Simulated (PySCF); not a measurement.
## Correlation energy of Ar(2+) (argon, charge +2)

[Ne] 3s2 3p4, high-spin 3P determinant. Computed with PySCF 2.14 in x2c-TZVPPall (5s5p3d1f, 42 functions), with the spin-free X2C one-electron Hamiltonian (Gaussian nucleus). Frozen: [Ne]; 6 electrons correlated.

| level | correlation energy (mhartree) |
| --- | --- |
| CCSD | -156.51 |
| (T) | -4.11 |
| CCSD(T) | -160.62 |

Diagnostics: T1 = 0.0079, D1 = 0.0255, largest double amplitude 0.057.

Cost of the coupled-cluster step: about 0.6 core-seconds, for 6 correlated electrons.

Iterations:

```
CC2 = 0
CCSD nocc = (np.int64(4), np.int64(2)), nmo = (37, 37)
frozen orbitals [[0, 1, 2, 3, 4], [0, 1, 2, 3, 4]]
max_cycle = 100
direct = 0
conv_tol = 1e-08
conv_tol_normt = 1e-06
diis_space = 8
diis_start_cycle = 0
Init t2, MP2 energy = -0.130397395434251
Init E_corr(UCCSD) = -0.130397395441041
cycle = 1  E_corr(UCCSD) = -0.150132284045311  dE = -0.0197348886  norm(t1,t2) = 0.039894
cycle = 2  E_corr(UCCSD) = -0.154539126641009  dE = -0.0044068426  norm(t1,t2) = 0.0130134
cycle = 3  E_corr(UCCSD) = -0.156561519523377  dE = -0.00202239288  norm(t1,t2) = 0.00513423
cycle = 4  E_corr(UCCSD) = -0.156504344667342  dE = 5.7174856e-05  norm(t1,t2) = 0.000588607
cycle = 5  E_corr(UCCSD) = -0.156507647085201  dE = -3.30241786e-06  norm(t1,t2) = 7.21653e-05
cycle = 6  E_corr(UCCSD) = -0.156507388897777  dE = 2.58187424e-07  norm(t1,t2) = 1.18107e-05
cycle = 7  E_corr(UCCSD) = -0.156507630815732  dE = -2.41917955e-07  norm(t1,t2) = 1.63403e-06
cycle = 8  E_corr(UCCSD) = -0.156507567203669  dE = 6.36120624e-08  norm(t1,t2) = 3.69067e-07
cycle = 9  E_corr(UCCSD) = -0.15650757023107  dE = -3.02740116e-09  norm(t1,t2) = 7.39912e-08
UCCSD converged
E(UCCSD) = -527.266616833899  E_corr = -0.1565075702310703
UCCSD(T) correction = -0.00410660970732201
```
